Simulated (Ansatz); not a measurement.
Ansatz (a first-principles code) input (CCSD(T)/STO-3G):

Ansatz 0.2 input:
```yaml
crystal:
  periodic: [false, false, false]
  atoms:
    - {symbol: C, position_ang: [-2.95420320, -0.53969385, -0.13590377]}
    - {symbol: C, position_ang: [-1.69186261, -0.08446616, 0.53888048]}
    - {symbol: O, position_ang: [-0.51505945, -0.40415579, -0.34046068]}
    - {symbol: Ge, position_ang: [1.28208452, 0.27195127, -0.01098752]}
    - {symbol: H, position_ang: [-3.79870396, -0.28295895, 0.50624427]}
    - {symbol: H, position_ang: [-2.97097369, -1.62322673, -0.27238568]}
    - {symbol: H, position_ang: [-3.09474113, -0.04600180, -1.09679975]}
    - {symbol: H, position_ang: [-1.63895064, 0.99567809, 0.65363919]}
    - {symbol: H, position_ang: [-1.51050801, -0.57461893, 1.49402472]}
    - {symbol: H, position_ang: [-0.59699727, -1.29329496, -0.71860811]}
    - {symbol: H, position_ang: [2.00528736, -0.41627144, -1.15972422]}
    - {symbol: H, position_ang: [1.00798110, 1.76223884, -0.14282411]}
    - {symbol: H, position_ang: [1.56777234, -0.24577860, 1.39385944]}
basis:
  gaussian:
    orbitals: STO-3G
total_charge: 1
magnetization: {spin_polarized: false}
correlation: {method: ccsd_t, electrons: outside_noble_gas}
```

End of the output:

```
integrals: 0.01 GiB planned
525 factors; integrals over basis functions are off by at most 3.6e-5 eV
0.20 GiB of device memory are held for the factors and their scratch space
mean field: 0.16 GiB planned
mean field evaluation 1: about -60013.8805 eV, gradient 1.8e1 eV
mean field evaluation 2: about -60014.0558 eV, gradient 1.8e1 eV
mean field evaluation 4: about -60015.2865 eV, gradient 1.3e0 eV
mean field evaluation 8: about -60015.2949 eV, gradient 1.5e-5 eV
mean field evaluation 16: about -60015.2946 eV, gradient 2.7e-1 eV
mean field -60015.29493938 eV, -2205.5214091942 hartree, gradient 1.9e-6 eV, S^2 0.000000; 0 other end points of the search recorded, 0 dependent functions left out
17 core orbitals not correlated, not the lowest: weight in the atoms' cores, before any rotation towards them, 0.622 or more for the frozen orbitals, at most 0.500 for the correlated occupied ones
reference -60015.29493938 eV, -2205.5214091942 hartree; 13, 13 occupied and 12, 12 virtual orbitals, 525 factors
second order -4.97790978 eV of doubles, -0.00000000 eV of singles
coupled cluster: 0.10 GiB planned
cycle   1  -6.06491046 eV  change    -1.1e0 eV  update   8.0e-2
cycle   2  -6.58079873 eV  change   -5.2e-1 eV  update   2.8e-2
cycle   3  -6.61812134 eV  change   -3.7e-2 eV  update   5.4e-3
cycle   4  -6.62286639 eV  change   -4.7e-3 eV  update   2.0e-3
cycle   5  -6.62320364 eV  change   -3.4e-4 eV  update   6.3e-4
cycle   6  -6.62307749 eV  change    1.3e-4 eV  update   2.1e-4
cycle   7  -6.62293816 eV  change    1.4e-4 eV  update   8.3e-5
cycle   8  -6.62292657 eV  change    1.2e-5 eV  update   1.8e-5
perturbative correction -0.06827209 eV, -0.0025089531 hartree
Total energy: -60021.98613804 eV, -2205.7673062094 hartree
```

It need not be the lowest isomer of its formula.
